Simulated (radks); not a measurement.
Numerical settings for the ruthenium ion Ru2+, [Kr] 4d6. Method: Dirac Kohn-Sham, PBE, spin-unpolarised, spherical densities, point nucleus; open shells are shared between the two j in proportion to 2j + 1; computed with a radial shooting solver on a logarithmic mesh with Libxc functionals. The defaults (mesh step 0.008 in ln r, mesh end at 40 bohr or more with all orbitals vanishing there, Anderson mixing 0.5 over 9 steps, residual threshold near 1e-9 with the energy settled to 1e-9 hartree or 1e-11 of itself, here a cap of 86 iterations) give E = -4530.6036 hartree and 4d5/2 at -23.985 eV in 14 iterations. Run on one thread of a shared host, so times are rough (Arm Neoverse N1): 0.16 s of CPU time, 0.16 s wall, 14 iterations on 2486 mesh points. Changes against that run (0 stands for a change within the tolerance of the run):

setting,iterations,converged,E (mhartree),e(4d5/2) (meV),CPU (s)
mesh step in ln r 0.12,2,no,diverged,-,0.03
mesh step in ln r 0.2,2,no,diverged,-,0.01
mesh step in ln r 0.03,14,yes,+0.000317,0,0.06
mesh end (bohr) 3,13,yes,+499,+6.76e+03,0.13
mesh end (bohr) 1,13,level above zero,+1.54e+05,+4.56e+05,0.1
residual threshold 1e-05,9,yes,0,-0.088,0.13
residual threshold 0.001,9,yes,0,-0.088,0.12
mixing 1,12,yes,0,0,0.14
"linear mixing, mixing 0.8",57,yes,0,0,0.49
"linear mixing, mixing 1",86,no,+7.53e+03,+1.43e+04,1.6
mixing history 20,19,yes,0,0,0.19
iteration cap 2,2,no,+1.16e+03,-1.95e+04,0.03

Settled on a wrong energy, with an occupied level pushed above zero by the early mesh end: mesh end (bohr) 1 (+154 hartree). Apart from these: settings that end as converged yet miss the energy by more than 1 mhartree: mesh end (bohr) 3 (+0.499 hartree). A mesh that ends early acts as a hard wall.
